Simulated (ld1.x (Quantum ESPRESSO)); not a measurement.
**What one change does to a pseudopotential (sulfur, TM)**

ld1.x (Quantum ESPRESSO) 7.5 input, shortened:

```
&input
   title='S', zed=16., rel=1, dft='PZ', iswitch=3,
   config='[Ne] 3s1.75 3p4.25'
 /
 &inputp
   pseudotype=2, tm=.true., lloc=-2, rcloc=1.05,
   nlcc=.true., new_core_ps=.true., rcore=1.10
 /
2
3S  1  0   1.75   0.00  1.30  1.30  0.0
3P  2  1   4.25   0.00  1.25  1.25  0.0
 &test
   configts(1)='3s1.75 3p4.25'
 /
```

Change: core correction Bessel-smoothed model core inside 0.52 bohr.

Cutoffs: the cutoffs (Ry, on a coarse ladder) from which the occupation-weighted sum of valence levels, in a spherical-Bessel basis at the reference potential, stays within 10 and 1 mRy of its value at 400 Ry; they do not see the model core or the augmentation charge, which bear on the density cutoff. Errors are all-electron minus pseudo energies relative to the spin-unpolarised reference configuration.

Predict the effect on cutoff, ghosts and configuration errors.

The potential gets neither clearly harder nor softer (55 Ry and 110 Ry → 55 Ry and 110 Ry); of the 9 tests that both files solve, the error grows in 0 and shrinks in 2 by more than 15 % and 0.3 meV (median size 7.8 → 4.8 meV); neither file shows a bound ghost. A model core, the more so a compact one, raises the density cutoff, which this test does not measure.

```csv
quantity,base,changed
"cutoff, loose",55 Ry,55 Ry
"cutoff, tight",110 Ry,110 Ry
bound ghosts,none,none
"error for 3s2 3p4, meV [ΔE -2.55 eV]",+0.2,+0.2
"error for 3s2 3p3, meV [ΔE 9.32 eV]",+3.9,+3.9
"error for 3s2 3p2, meV [ΔE 31.69 eV]",+29,+29
"error for 3s1 3p5, meV [ΔE 7.69 eV]",+0.7,+0.7
"error for 3s2 3p0, meV [ΔE 112.83 eV]",+227,+221
"error for 3s1 3p4, meV [ΔE 20.11 eV]",+8.2,+8.1
"error for 3s0 3p6, meV [ΔE 18.06 eV]",+4.8,+4.7
"error for 3s1.75 3p4.25 (spin-polarised), meV [ΔE -0.74 eV]",+9.3,+5.8
"error for 3s2 3p4 (spin-polarised), meV [ΔE -3.25 eV]",+7.8,+4.8
s: phases at 1.40 bohr within 0.05 rad from the reference energy up to (Ry; the scan ends near 5),1.8,1.8
p: phases at 1.40 bohr within 0.05 rad from the reference energy up to (Ry; the scan ends near 5),4.1,4.1
```
